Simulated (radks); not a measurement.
The numbers below are computed, except where a source is named.
Task: Ionisation of the scandium ion Sc+, [Ar] 3d1 4s1, to [Ar] 3d1 as the strength of local exchange is varied. Code: a radial shooting solver on a logarithmic mesh with Libxc functionals. Model: Dirac Kohn-Sham, Slater X-alpha exchange (alpha = 2/3 is LDA exchange), no correlation, spin-unpolarised, spherical densities, finite nucleus; open shells fill j = l - 1/2 first; Fermi nuclear charge, rms radius 3.5459 fm.

alpha  E(Sc+) (hartree)  exchange (hartree)  IE (eV)  -e of the level emptied (eV)  <r> of it (bohr)
0.565        -755.06346           -29.70627   11.515                 8.492 (4s1/2)             3.478
0.667        -760.44308           -35.28765   12.060                 9.038 (4s1/2)             3.399
0.671        -760.65473           -35.50787   12.082                 9.060 (4s1/2)             3.396
0.776        -766.22873           -41.32455   12.659                 9.648 (4s1/2)             3.316
0.788        -766.86800           -41.99373   12.726                 9.716 (4s1/2)             3.307
0.852        -770.28517           -45.57788   13.088                10.087 (4s1/2)             3.260
1.04         -780.39829           -56.25420   14.182                11.224 (4s1/2)             3.129
x            -770.98088           -46.30904   13.162                10.164 (4s1/2)             3.251

Which alpha was used in the last row?

Result: alpha = 0.865. NIST Atomic Spectra Database: 12.800 eV (measured). The Delta-SCF value meets it near alpha = 0.80. Spin polarisation and multiplet splitting are left out, so open shells lie too high by an amount that depends on their filling.

Beside tabulated values, note that spin-unpolarised runs miss the spin-polarisation part of the exchange energy of open shells.
